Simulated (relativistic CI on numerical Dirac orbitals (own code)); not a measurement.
Forbidden transitions in Yb10+

Computed by Dirac-Coulomb-Breit CI, KLI orbitals optimised for each configuration, QED by a radiative potential, unscaled Slater integrals (own radial code, finite nucleus).

Configurations in the expansion (outside the closed core [Kr]): 4d¹⁰4f¹²5s², 4d¹⁰4f¹⁰5s²5p², 4d¹⁰4f¹²5s5p, 4d¹⁰4f¹¹5s5p², 4d¹⁰4f¹²5p², 4d¹⁰4f¹⁴, 4d¹⁰4f¹³5s, 4d¹⁰4f¹¹5s²5d, 4d¹⁰4f¹²5s5d, 4d¹⁰4f¹³5p, 4d¹⁰4f¹⁰5s²5p6s, 4d¹⁰4f¹¹5s²6s, 4d¹⁰4f¹²5d², 4d¹⁰4f¹²5s5f, 4d¹⁰4f¹¹5s5p6s, 4d¹⁰4f¹¹5s²6p, 4d¹⁰4f¹²5p5d, 4d¹⁰4f¹³5d, 4d¹⁰4f¹¹5s²5f, 4d¹⁰4f¹²5s5g, 4d¹⁰4f¹¹5s²6d, 4d¹⁰4f¹⁰5s²6s², 4d¹⁰4f¹²5p6s, 4d¹⁰4f¹²5s6s, 4d¹⁰4f¹³6s, 4d⁹4f¹³5s², 4d¹⁰4f¹¹5s²7s, 4d¹⁰4f¹²5s6p, 4d¹⁰4f¹¹5s²7p, 4d¹⁰4f¹³5f, 4d¹⁰4f¹¹5s6s², 4d¹⁰4f¹¹5s²8s, 4d¹⁰4f¹³5g, 4d¹⁰4f¹²5s7s, 4d¹⁰4f¹²6s², 4d⁸4f¹⁴5s². The list is cut by size and lacks configurations that can hold low levels.

```csv
λ vac (nm),Lower,Upper,Type,A (s⁻¹),E lower (cm⁻¹),E upper (cm⁻¹)
171.50,4d¹⁰4f¹⁰5s²5p² ⁵I8 [1],4d¹⁰4f¹⁰5s²5p² ³M8 [31],M1,1.32e+01,0.0,58308.4
179.55,4d¹⁰4f¹⁰5s²5p² ⁵I8 [1],4d¹⁰4f¹⁰5s²5p² ⁵L8 [27],M1,3.14e+01,0.0,55694.5
221.01,4d¹⁰4f¹⁰5s²5p² ⁵I8 [1],4d¹⁰4f¹⁰5s²5p² ³L9 [17],M1,2.57e+01,0.0,45247.4
234.57,4d¹⁰4f¹⁰5s²5p² ⁵I8 [1],4d¹⁰4f¹⁰5s²5p² ³K7 [16],M1,9.93e+00,0.0,42630.4
261.29,4d¹⁰4f¹⁰5s²5p² ⁷K5 [4],4d¹⁰4f¹⁰5s²5p² ³H4 [33],M1,1.15e+02,20864.7,59136.0
282.79,4d¹⁰4f¹⁰5s²5p² ⁵I7 [2],4d¹⁰4f¹⁰5s²5p² ⁵G6 [18],M1,2.19e+02,10210.4,45571.9
298.53,4d¹⁰4f¹⁰5s²5p² ⁷K6 [3],4d¹⁰4f¹⁰5s²5p² ⁵L6 [23],M1,2.31e+01,16623.2,50121.2
301.34,4d¹⁰4f¹⁰5s²5p² ⁵I8 [1],4d¹⁰4f¹⁰5s²5p² ³K8 [9],M1,1.81e+02,0.0,33184.6
301.55,4d¹⁰4f¹⁰5s²5p² ⁷K4 [5],4d¹⁰4f¹⁰5s²5p² ⁵D4 [30],M1,4.44e+01,24694.2,57856.1
308.45,4d¹⁰4f¹⁰5s²5p² ⁵I7 [2],4d¹⁰4f¹⁰5s²5p² ³K7 [16],M1,7.69e+01,10210.4,42630.4
339.67,4d¹⁰4f¹⁰5s²5p² ⁷K6 [3],4d¹⁰4f¹⁰5s²5p² ⁵G5 [19],M1,4.35e+01,16623.2,46063.8
341.80,4d¹⁰4f¹⁰5s²5p² ⁷K5 [4],4d¹⁰4f¹⁰5s²5p² ⁵L6 [23],M1,2.03e+01,20864.7,50121.2
384.51,4d¹⁰4f¹⁰5s²5p² ⁷K6 [3],4d¹⁰4f¹⁰5s²5p² ³K7 [16],M1,2.25e+01,16623.2,42630.4
398.03,4d¹⁰4f¹⁰5s²5p² ³K8 [9],4d¹⁰4f¹⁰5s²5p² ³M8 [31],M1,4.22e+01,33184.6,58308.4
401.76,4d¹⁰4f¹⁰5s²5p² ⁵I7 [2],4d¹⁰4f¹⁰5s²5p² ⁵G6 [10],M1,5.01e+01,10210.4,35100.7
417.35,4d¹⁰4f¹⁰5s²5p² ⁷F4 [8],4d¹⁰4f¹⁰5s²5p² ⁵D3 [26],M1,8.56e+01,31310.4,55271.0
435.27,4d¹⁰4f¹⁰5s²5p² ⁵I7 [2],4d¹⁰4f¹⁰5s²5p² ³K8 [9],M1,1.12e+01,10210.4,33184.6
438.35,4d¹⁰4f¹⁰5s²5p² ⁷K6 [3],4d¹⁰4f¹⁰5s²5p² ⁵G5 [14],M1,3.07e+01,16623.2,39436.2
439.13,4d¹⁰4f¹⁰5s²5p² ⁷K4 [5],4d¹⁰4f¹⁰5s²5p² ³F4 [22],M1,6.24e+01,24694.2,47466.7
444.25,4d¹⁰4f¹⁰5s²5p² ³K8 [9],4d¹⁰4f¹⁰5s²5p² ⁵L8 [27],M1,9.01e+01,33184.6,55694.5
457.12,4d¹⁰4f¹⁰5s²5p² ⁵F5 [6],4d¹⁰4f¹⁰5s²5p² ³F4 [22],M1,3.39e+01,25590.6,47466.7
488.44,4d¹⁰4f¹⁰5s²5p² ⁵F5 [6],4d¹⁰4f¹⁰5s²5p² ⁵G5 [19],M1,5.12e+01,25590.6,46063.8
500.47,4d¹⁰4f¹⁰5s²5p² ⁵F5 [6],4d¹⁰4f¹⁰5s²5p² ⁵G6 [18],M1,1.87e+01,25590.6,45571.9
638.89,4d¹⁰4f¹⁰5s²5p² ⁵F5 [6],4d¹⁰4f¹⁰5s²5p² ⁵G4 [15],M1,3.64e+01,25590.6,41242.8
848.02,4d¹⁰4f¹⁰5s²5p² ⁵G5 [19],4d¹⁰4f¹⁰5s²5p² ⁵D4 [30],M1,5.26e+01,46063.8,57856.1
912.15,4d¹⁰4f¹⁰5s²5p² ⁵G6 [10],4d¹⁰4f¹⁰5s²5p² ⁵G5 [19],M1,4.94e+01,35100.7,46063.8
957.20,4d¹⁰4f¹⁰5s²5p² ³L9 [17],4d¹⁰4f¹⁰5s²5p² ⁵L8 [27],M1,2.88e+01,45247.4,55694.5
979.40,4d¹⁰4f¹⁰5s²5p² ⁵I8 [1],4d¹⁰4f¹⁰5s²5p² ⁵I7 [2],M1,5.66e+01,0.0,10210.4
1058.7,4d¹⁰4f¹⁰5s²5p² ³K8 [9],4d¹⁰4f¹⁰5s²5p² ³K7 [16],M1,2.35e+01,33184.6,42630.4
1559.4,4d¹⁰4f¹⁰5s²5p² ⁵I7 [2],4d¹⁰4f¹⁰5s²5p² ⁷K6 [3],M1,2.25e+01,10210.4,16623.2
```

Terms are leading LS components. Brackets give the number of a level in order of energy, since labels repeat. The list gives strong lines, with weight on those to low levels, among the lowest 400 of 9784 levels, so that lines to higher ones, which can be the strongest, are missing. Levels whose partners in the same complex of configurations lie outside the list can be far off, and so can their lines. Rates are taken at the computed energies, electric ones in the length gauge.

At this charge energies of transitions that change n are usually good to better than 1 %, and those within a shell (Δn = 0) to a few per cent. Terms inside the open d or f shell come out 10 to 20 % too wide with unscaled integrals. Levels and lines within the n = 5 or 6 shells can be off by up to 10 % or somewhat more, and those that change n by about 2 %, since core polarisation is missing. The computed lowest level isn't the tabulated ground level, which NIST ASD gives as 4f12 5s2 3H6.

LS names give the leading component of a level, which can be under half, so a name can repeat, a term be missing and a line seem to break the LS rules.
